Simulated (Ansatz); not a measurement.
Relaxation of C2H8AlB (12 atoms, charge 0, multiplicity 1), to a largest force component of 0.02 eV/Å in at most 50 steps.

These are results of RKS PBE0-D4/cc-pVDZ in Ansatz 0.2.0, not measurements.

```xyz
12
Properties=species:S:1:pos:R:3
C -0.564 1.406 -0.272
C -0.165 0.589 0.892
B 0.874 -0.502 0.430
Al 0.447 -2.080 -0.778
H -1.115 0.822 -1.071
H -1.332 2.233 0.073
H 0.284 1.973 -0.738
H -1.001 0.098 1.335
H 0.303 1.261 1.707
H 1.900 -1.618 -0.991
H -1.129 -2.190 -1.316
H 1.470 -3.197 -1.139
```

Problem. Where does it end, and by what steps?

Solution. It converged. After 29 steps the energy has fallen by 4.520 eV; H10 moved furthest, 1.83 Å. Parted: Al4–H10 (1.54 → 2.91 Å). Joined: B3–H10 (2.08 → 1.22 Å).

```csv
step,energy less start (eV),largest force component (eV/Å),accepted
0,0.0000,3.904,yes
2,-2.0999,1.164,yes
4,-2.8686,0.660,yes
6,-3.3800,0.845,yes
8,-3.8113,1.792,yes
10,-4.1179,0.405,yes
12,-4.1831,0.169,yes
14,-4.3136,0.223,yes
16,-4.4315,0.180,yes
18,-4.4548,0.292,yes
20,-4.4767,0.085,yes
22,-4.4979,0.196,yes
24,-4.5087,0.201,yes
26,-4.5177,0.126,yes
28,-4.5183,0.129,no
29,-4.5201,0.013,yes
```

```xyz
12
Properties=species:S:1:pos:R:3
C -0.550 1.814 0.008
C -0.260 0.365 0.388
B 0.519 -0.537 -0.618
Al 0.513 -2.669 -0.648
H -1.312 1.865 -0.786
H -0.928 2.402 0.860
H 0.353 2.313 -0.376
H -1.143 -0.115 0.845
H 0.502 0.340 1.211
H 1.254 0.049 -1.396
H -0.419 -3.480 -1.675
H 1.443 -3.552 0.321
```

The run took 3.4 min on 2 threads of AMD EPYC 7571 (shared host), peak memory 0.23 GiB.
